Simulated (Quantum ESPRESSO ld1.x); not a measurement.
Results of a calculation; reference values are marked as such.
Ionisation of the iron ion Fe3+, [Ar] 3d5, to Fe4+, [Ar] 3d4, under several functionals. Non-relativistic Kohn-Sham, spin-polarised, spherical densities, point nucleus; open shells are filled with parallel spins first; ld1.x of Quantum ESPRESSO 7.5.

functional                                              E(Fe3+) (hartree)  Exc (hartree)  IE (eV)  -e(HOMO) (eV)  <r> HOMO (bohr)  IE error (eV)
LDA (Slater exchange, Perdew-Zunger correlation)               -1259.1150       -52.1077   55.486         45.569           0.9722         +0.576
LDA (Slater exchange, VWN5 correlation)                        -1259.1373       -52.1311   55.568         45.649           0.9718         +0.658
LDA (Slater exchange, Perdew-Wang correlation)                 -1259.1271       -52.1206   55.556         45.637           0.9718         +0.646
exchange-only LDA                                              -1257.1051       -50.0579   54.115         44.281           0.9780         -0.795
LDA (Slater exchange, Perdew-Zunger correlation) + SIC         -1263.3104       -56.4265   56.272         55.425           0.9607         +1.362
LDA (Slater exchange, Perdew-Wang correlation) + SIC           -1263.3277       -56.4449   56.349         55.501           0.9604         +1.439

NIST Atomic Spectra Database: 54.91 eV (measured). Closest: LDA (Slater exchange, Perdew-Zunger correlation). The Delta-SCF values span 2.23 eV, the total energies 6.22 hartree. The highest occupied level is 3d. Open shells are spherical and high-spin; term and fine-structure splittings are not resolved.
